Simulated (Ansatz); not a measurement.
Basis-set series for `C=[CH][Al]([CH]=C)[CH]=C`. Total charge 0; spin multiplicity 1. The geometry is a stationary point of PBE0-D4/def2-TZVP. It is one conformer, not always the lowest.

```xyz
16

C    -0.0611   -2.8275    0.4693
C    -0.1611   -1.6282    1.0494
Al   -0.0005    0.0002    0.0001
C     0.3116   -0.1053   -1.9158
C     0.4266    1.0038   -2.6518
C    -0.1517    1.7338    0.8665
C    -0.3647    1.8237    2.1824
H     0.1122   -2.9377   -0.5994
H    -0.1453   -3.7625    1.0211
H    -0.3351   -1.6316    2.1262
H     0.4038   -1.0484   -2.4558
H     0.6018    0.9873   -3.7264
H     0.3507    1.9967   -2.2130
H    -0.0712    2.6800    0.3300
H    -0.4606    0.9413    2.8120
H    -0.4554    2.7746    2.7052
```

```
functional       basis  functions  energy (Eh)  HOMO (eV)  LUMO (eV)
   PBE0-D4    def2-SVP        147   -475.76686      -7.71      -1.44
   PBE0-D4  def2-TZVPP        354   -476.10789      -7.76      -1.51
   ωB97M-V    def2-SVP        147   -476.02359      -9.94       0.42
   ωB97M-V  def2-TZVPP        354   -476.37862      -9.99       0.32
```

**Question.** Give the rows for def2-QZVPP. (An estimate is asked.)

**Answer.** The calculation gave: 
```csv
functional,basis,functions,energy (Eh),HOMO (eV),LUMO (eV)
PBE0-D4,def2-QZVPP,682,-476.12833,-7.77,-1.53
ωB97M-V,def2-QZVPP,682,-476.39814,-10.01,0.26
```

Positive LUMOs are unbound and depend on the basis.

Program: Ansatz 0.2.0.
